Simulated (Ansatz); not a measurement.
A run for Ansatz (a first-principles code): U-B97M-V/def2-TZVPP on InP, 2S+1 = 3, a spin state set in the input, which need not be the lowest, a point of a bond scan (R = 2.654 Å). Elements past Kr take the def2 small-core potentials; no spin–orbit coupling.

Ansatz 0.2 input:
```yaml
crystal:
  periodic: [false, false, false]
  atoms:
    - {symbol: P, position_ang: [0.00000000, 0.00000000, 0.00000000]}
    - {symbol: In, position_ang: [0.00000000, 0.00000000, 2.65444300]}
basis:
  gaussian:
    orbitals: def2-TZVPP
    pivot_positions_ang: [[0.00000000, 0.00000000, 0.00000000], [0.00000000, 0.00000000, 2.65444300]]
hamiltonian:
  xc: {name: B97M-V}
magnetization: {spin_polarized: true, initial_magnetization: 2}
output: {forces: true, orbitals: {seedname: ./end}}
```

Program output:

```
WARN ansatz: RAYON_NUM_THREADS=2 ignored (pool sized by the plan → 2); use --threads N
Functional definition: B97M-V
integrals: 0.03 GiB planned
675 factors; their error is unknown
mean field: 0.39 GiB planned
mean field evaluation 1: about -14456.0213 eV, gradient 1.7e1 eV
mean field evaluation 2: about -14411.9868 eV, gradient 5.9e1 eV
mean field evaluation 4: about -14458.6828 eV, gradient 3.7e0 eV
mean field evaluation 8: about -14458.7813 eV, gradient 7.3e-2 eV
mean field evaluation 16: about -14458.8394 eV, gradient 1.5e0 eV
mean field evaluation 32: about -14458.5071 eV, gradient 3.1e0 eV
mean field -14459.03363854 eV, -531.3596855315 hartree, gradient 7.9e-6 eV, S^2 2.009549; 4 other end points of the search recorded, 0 dependent functions left out
the calculation of the forces begins
reference -14459.03369530 eV, -531.3596876173 hartree; 19, 17 occupied and 73, 75 virtual orbitals, 675 factors
Total energy: -14459.03369530 eV, -531.3596876173 hartree
Atom 0 at     0.000000     0.000000     0.000000 Å, force    -0.000000     0.000000    -0.067885 eV/Å
Atom 1 at     0.000000     0.000000     2.654443 Å, force    -0.000000     0.000000     0.067885 eV/Å
Dipole moment:     0.000000     0.000000     0.449406 e Å
```

The calculation finished and met its thresholds.

Cost: about 16 core-seconds (a rough figure).
